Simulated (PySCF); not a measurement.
GeOCl₂, SMILES [O]=[Ge]([Cl])[Cl]. Geometry optimised at PBE0-D3(BJ)/def2-SVP.

These are PySCF with PBE0-D3(BJ)/def2-SVP values and carry that method's errors.

Harmonic wavenumbers (cm⁻¹): 157, 183, 212, 428, 463, 1013. Rotational constants (GHz): 3.874, 2.464, 1.506; symmetry number 2.

### Question
Work out the zero-point energy and the ideal-gas rigid-rotor harmonic-oscillator thermochemistry at 298.15 K and 1 atm.

### Answer
ZPE = ½ Σ hcν = ½ × 2455 cm⁻¹ = 14.68 kJ/mol. H − E(el) = 30.73 kJ/mol. Entropy in J/(mol K): translation 172.01, rotation 109.32, vibration 36.11, total 317.44. G − E(el) = -63.92 kJ/mol. Cp = 69.60 J/(mol K).
